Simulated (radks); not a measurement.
Values are calculated unless marked as measured or tabulated.
Q: Successive ionisation energies (eV) of one element, from differences of total energies of ions in their ground configurations, starting at charge 0: 7.755, 16.020, 33.971, 45.152, 167.80, 208.73, 252.50, 298.97, 348.93, 400.30, 477.05, 521.51, 2456.3, 2651.9. Code: a radial shooting solver on a logarithmic mesh with Libxc functionals. Model: Dirac Kohn-Sham, PBE, spin-unpolarised, spherical densities, finite nucleus; open shells fill j = l - 1/2 first; Fermi nuclear charge, rms radius 3.1224 fm. Which element is it?

A: Silicon (Z = 14). The first species listed is Si in [Ne] 3s2 3p2, the last Si13+ in 1s1.
